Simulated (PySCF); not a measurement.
Predicted microwave data (PBE0-D3(BJ)/def2-SVP geometry optimisation, gas phase (PySCF 2.14.0)) for one isomer of C6H4BrF:

| Quantity | Value |
| --- | --- |
| Rotational constants | A = 5666, B = 621.4, C = 560.0 MHz |
| Dipole components | \|μa\| = 0.24 D, \|μb\| = 0.00 D, \|μc\| = 0.00 D |
| Inertial defect | 0.00 u·Å² |
| κ | -0.98 |

Question: Which candidate fits, each taken in the one conformer that was computed?
A. `Fc1cccc(Br)c1`
B. `Fc1ccccc1Br`
C. `Fc1ccc(Br)cc1`

Answer: C. It is Fc1ccc(Br)cc1, a near-prolate asymmetric top, point group C2v. The candidates at the same level (rigid rotor, commonest isotopes):

```csv
SMILES,A (MHz),B (MHz),C (MHz),μa (D),μb (D),μc (D),Δ (u·Å²),point group,rotor
Fc1cccc(Br)c1,3312,747.0,609.5,0.56,1.32,0.00,0.00,Cs,asymmetric top
Fc1ccc(Br)cc1,5666,621.4,560.0,0.24,0.00,0.00,0.00,C2v,near-prolate asymmetric top
Fc1ccccc1Br,2848,990.6,735.0,1.97,1.12,0.00,0.00,Cs,asymmetric top
```

`Fc1ccccc1Br` has B 59 % too high; `Fc1cccc(Br)c1` has A 42 % too low. In the right answer the symmetry axis of this C2v structure is a, so μb and μc vanish by symmetry. No structure here is proved a minimum.
